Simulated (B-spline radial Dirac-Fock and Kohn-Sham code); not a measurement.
# Cross section and asymmetry of the 2p3/2 subshell of Al⁴⁺

System: Al⁴⁺, configuration [He] 2s2 2p5. The computed 2p3/2 threshold is 154.7 eV; without correlation, outer thresholds are uncertain by 1 to 2 eV. With an open shell the threshold is an average over the terms of the final ion.

The run's input, task.json:

```json
{"items": [{
  "Z": 13,
  "q": 4,
  "cfg": [[1, 0, 2], [2, 0, 2], [2, 1, 5]],
  "A": 27,
  "rrms": 3.061,
  "do": ["binding", "quiet", "photo", "scan"],
  "hv": [105.0, 225.0, 238.0, 409.0, 419.0, 471.0, 509.0, 614.0, 707.0, 738.0, 1240.0, 1270.0, 3910.0, 5870.0, 6180.0, 7690.0, 8020.0, 19000.0, 38100.0, 47400.0, 53500.0, 62800.0, 93900.0, 134000.0]
}]}
```

Command: `python xray_run.py task.json out`

These are calculated numbers from a radial finite-basis atomic code; the model is Dirac-Hartree-Slater photoionisation with all multipoles and Dirac-Fock thresholds. Interchannel coupling and autoionising resonances are not included, so magnitudes near threshold are approximate.

```
kinetic energy (eV)  σ (Mb)     β
                1.5    2.33  1.05
                1.9    2.32  1.06
                2.3    2.31  1.07
                2.9    2.30  1.09
                3.7    2.28  1.10
                4.6    2.26  1.12
                5.7    2.23  1.14
                7.2    2.19  1.16
                9.0    2.15  1.19
               11.2    2.10  1.21
               14.0    2.03  1.24
               17.5    1.95  1.27
               21.9    1.86  1.30
               27.4    1.75  1.33
               34.2    1.62  1.36
               42.8    1.48  1.39
               53.5    1.32  1.42
               66.9    1.14  1.44
               83.7   0.962  1.46
              104.7   0.782  1.48
              130.9   0.613  1.49
              163.6   0.461  1.49
              204.6   0.332  1.48
              255.8   0.229  1.46
              319.9   0.151  1.43
              400.0  0.0973  1.38
```

The cross section shows no minimum in this range. It is largest at the lowest energy, 2.33 Mb. β ranges from 1.05 (at 1.5 eV) to 1.49.

Run: 3.3 s of CPU time on 1 thread of Neoverse-N1 (shared host), peak memory 0.29 GiB.
